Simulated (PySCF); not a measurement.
From one molecule to another.

First species: C₄H₁₂FPSi₂.
InChI=1S/C4H12FPSi2/c1-7-3-4(2-5)8-6/h3H,2,6-8H2,1H3/b4-3+

Second species: C7H7Cl3.
Cartesian coordinates in Å at the GFN2-xTB level; atoms count from 1:
```
atom  x, y, z in Å
C1    -3.8045   -0.3228   -0.7426
C2    -2.7042    0.3608   -0.4317
C3    -1.4349   -0.2590   -0.1645
C4    -0.3191    0.4241    0.1491
C5     0.9405   -0.2077    0.4127
C6     2.0493    0.4730    0.7248
C7     3.3758   -0.1149    1.0075
Cl8    3.9085    0.3618    2.6554
Cl9    4.5835    0.5363   -0.1522
Cl10   3.4226   -1.8779    0.9092
H11   -3.7990   -1.3984   -0.8103
H12   -4.7433    0.1654   -0.9387
H13   -2.7348    1.4409   -0.3696
H14   -1.4014   -1.3393   -0.2238
H15   -0.3481    1.5038    0.2106
H16    0.9665   -1.2866    0.3498
H17    2.0358    1.5522    0.7908
```

Levels: PBE0/pcSseg-1 for dipole moment, HOMO energy, LUMO energy and HOMO–LUMO gap; GFN2-xTB for rotational constant A and rotational constant C. Geometries: GFN2-xTB. Each structure is a single optimised conformer of the isolated species, non-relativistic unless stated; the electronic structure was computed with PySCF and density fitting.

Dipoles, sizes and rotational constants follow the conformer. The torsions of the flexible species, by atom-mapped SMILES:
- `[CH3:1][SiH2:2]/[CH:3]=[C:4](\[CH2:5][F:6])[SiH2:7][PH2:8]`: C1–Si2–C3–C4 179°, C3–C4–C5–F6 2°, C3–C4–Si7–P8 -138°, H–P8–Si7–C4 69°, H–P8–Si7–C4 162°
- `[CH2:1]=[CH:2]/[CH:3]=[CH:4]/[CH:5]=[CH:6]/[C:7]([Cl:8])([Cl:9])[Cl:10]`: C1–C2–C3–C4 180°, C3–C4–C5–C6 180°, C5–C6–C7–Cl8 -121°

Values for the first species:

```
Dipole moment         : 1.98 D
HOMO energy           : -7.53 eV
LUMO energy           : -0.91 eV
HOMO–LUMO gap         : 6.62 eV
Rotational constant A : 2.160 GHz
Rotational constant C : 0.437 GHz
```

(1) Estimate the same properties for the second species, and the change in each.

## Answers

(1) 
```json
{"property": "dipole moment", "first": "1.98 D", "second": "3.18 D", "second less first": "+1.20 D"}
{"property": "HOMO energy", "first": "-7.53 eV", "second": "-6.71 eV", "second less first": "+0.82 eV"}
{"property": "LUMO energy", "first": "-0.91 eV", "second": "-2.13 eV", "second less first": "-1.22 eV"}
{"property": "HOMO–LUMO gap", "first": "6.62 eV", "second": "4.58 eV", "second less first": "-2.04 eV"}
{"property": "rotational constant A", "first": "2.160 GHz", "second": "1.679 GHz", "second less first": "-0.481 GHz"}
{"property": "rotational constant C", "first": "0.437 GHz", "second": "0.298 GHz", "second less first": "-0.139 GHz"}
```

On the first: In atomic units the dipole is 0.78 e·bohr (1 au = 2.5417 D). A dipole of 1.98 D is allowed in C1, and pure rotational transitions are dipole-allowed.

On the second: The dipole matches unit charges of opposite sign 0.66 Å apart (1 e·Å = 4.8032 D).
